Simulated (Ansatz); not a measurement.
Reaction (ligand exchange at the Si–C bond): `O=C[SiH](O)Cl` + `[SH][GeH2][Cl]` → `O[SiH](Cl)[S][GeH2][Cl]` + `C=O`

Isolated molecules relaxed with PBE0-D4/def2-TZVP in Ansatz; ΔE leaves out vibrations. CCSD(T)/CBS is the MP2 limit (def2-TZVPP, def2-QZVPP) plus CCSD(T) − MP2 in def2-TZVPP, frozen cores. This one scheme is used for every species. DFT in def2-TZVPP. B3LYP here is the variant with VWN-RPA as its local correlation; programs differ in this. For Ge outer-core shells are correlated without core-valence functions, which leaves a few kJ/mol of doubt a bond. Scalar relativity is left out up to krypton. Each species was taken in one conformer, which may not be the lowest.

```csv
level,ΔE (kJ/mol),difference from CCSD(T)/CBS
PBE-D4,-81.6,5.4
r2SCAN-D4,-83.1,3.9
PBE0-D4,-86.4,0.6
B3LYP-D4,-83.8,3.2
ωB97X-V,-82.3,4.7
ωB97M-V,-83.5,3.5
B2PLYP,-78.3,8.7
PBE,-72.9,14.1
r2SCAN,-80.9,6.1
PBE0,-78.3,8.7
B3LYP,-69.4,17.6
HF/def2-TZVPP,-77.1,9.9
MP2/def2-TZVPP,-93.4,-6.4
SCS-MP2/def2-TZVPP,-87.3,-0.3
CCSD/def2-TZVPP,-81.6,5.4
CCSD(T)/def2-TZVPP,-83.6,3.4
HF/def2-QZVPP,-76.5,10.5
MP2/def2-QZVPP,-95.2,-8.2
SCS-MP2/def2-QZVPP,-88.8,-1.8
HF/CBS(def2),-76.4,10.6
MP2/CBS(def2),-96.8,-9.8
CCSD/CBS(def2),-85.0,2.0
CCSD(T)/CBS,-87.0,0
```

Largest T1 diagnostic among the species: 0.015.

The D4 term adds −14.3 kJ/mol with B3LYP and −8.0 kJ/mol with PBE0; it sums over pairs of atoms, weighted by their polarisabilities, and B3LYP, whose exchange is more repulsive, gets the larger term. From PBE to PBE0 (25 % exact exchange), in def2-TZVPP and without D4, ΔE moves by −5.5 kJ/mol.
